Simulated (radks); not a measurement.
The ytterbium ion Yb+, 69 electrons, occupied as [Xe] 4f13 5d1 6p1 (not the ground configuration).

Method: Dirac Kohn-Sham, PBE, spin-unpolarised, spherical densities, finite nucleus; open shells fill j = l - 1/2 first; Fermi nuclear charge, rms radius 5.3108 fm; computed with a radial shooting solver on a logarithmic mesh with Libxc functionals.

Energy parts (hartree):
| part | energy |
|---|---|
| total | -14073.7273 |
| kinetic | 15630.8242 |
| electron-nucleus | -34910.1231 |
| Hartree | 5499.6125 |
| exchange-correlation | -294.0409 |

Orbitals (lengths in bohr, moments of r in powers of bohr; <r^-3> diverges for s and p1/2; r(max) is where P^2 peaks):
| orbital | occ. | eigenvalue (hartree) | r(max) | <r^4> | <r> | <r^-3> | small-component weight |
|---|---|---|---|---|---|---|---|
| 1s1/2 | 2 | -2247.757 | 0.01237 | 7.560e-07 | 0.01966 | - | 6.90e-02 |
| 2s1/2 | 2 | -381.0697 | 0.07077 | 0.0001157 | 0.08276 | - | 1.55e-02 |
| 2p1/2 | 2 | -363.5388 | 0.05296 | 0.00007039 | 0.06872 | - | 1.55e-02 |
| 2p3/2 | 4 | -325.0641 | 0.05939 | 0.00009811 | 0.07622 | 13470 | 1.42e-02 |
| 3s1/2 | 2 | -86.34054 | 0.1997 | 0.004345 | 0.2163 | - | 5.03e-03 |
| 3p1/2 | 2 | -78.59401 | 0.1875 | 0.003876 | 0.2061 | - | 4.97e-03 |
| 3p3/2 | 4 | -70.42860 | 0.2008 | 0.004961 | 0.2201 | 2975 | 4.58e-03 |
| 3d3/2 | 4 | -57.22829 | 0.1581 | 0.003445 | 0.1935 | 509.3 | 4.47e-03 |
| 3d5/2 | 6 | -55.44456 | 0.1618 | 0.003716 | 0.1979 | 441.3 | 4.36e-03 |
| 4s1/2 | 2 | -17.44011 | 0.4555 | 0.1050 | 0.4875 | - | 1.63e-03 |
| 4p1/2 | 2 | -14.30261 | 0.4568 | 0.1169 | 0.4951 | - | 1.54e-03 |
| 4p3/2 | 4 | -12.44984 | 0.4851 | 0.1502 | 0.5273 | 675.3 | 1.40e-03 |
| 4d3/2 | 4 | -7.28498 | 0.4856 | 0.2046 | 0.5520 | 99.63 | 1.21e-03 |
| 4d5/2 | 6 | -6.94678 | 0.4947 | 0.2220 | 0.5633 | 84.68 | 1.17e-03 |
| 4f5/2 | 6 | -0.66344 | 0.4777 | 1.496 | 0.7317 | 13.32 | 7.40e-04 |
| 4f7/2 | 7 | -0.61233 | 0.4830 | 1.688 | 0.7470 | 12.68 | 7.21e-04 |
| 5s1/2 | 2 | -2.45981 | 1.064 | 3.840 | 1.193 | - | 3.34e-04 |
| 5p1/2 | 2 | -1.59400 | 1.157 | 6.489 | 1.337 | - | 2.64e-04 |
| 5p3/2 | 4 | -1.35621 | 1.244 | 8.957 | 1.446 | 84.70 | 2.27e-04 |
| 5d3/2 | 1 | -0.33206 | 1.756 | 96.52 | 2.405 | 4.534 | 8.29e-05 |
| 5d5/2 | 0 | -0.31733 | 1.813 | 110.5 | 2.489 | 3.696 | 7.72e-05 |
| 6p1/2 | 1 | -0.25436 | 3.665 | 607.3 | 4.205 | - | 2.69e-05 |
| 6p3/2 | 0 | -0.23472 | 3.924 | 768.9 | 4.477 | 7.198 | 2.42e-05 |

The highest occupied level is 6p1/2 at -6.921 eV. The configuration is held as typed, so some empty levels lie below it. Summed over all electrons, <r^2> = 60.12 bohr^2, which gives a Langevin (diamagnetic) susceptibility term of -47.6 x 10^-6 cm^3/mol. The electron density at the nucleus is 1.027e+06 e/bohr^3. The density falls to 0.001 e/bohr^3 at r = 4.71 bohr.
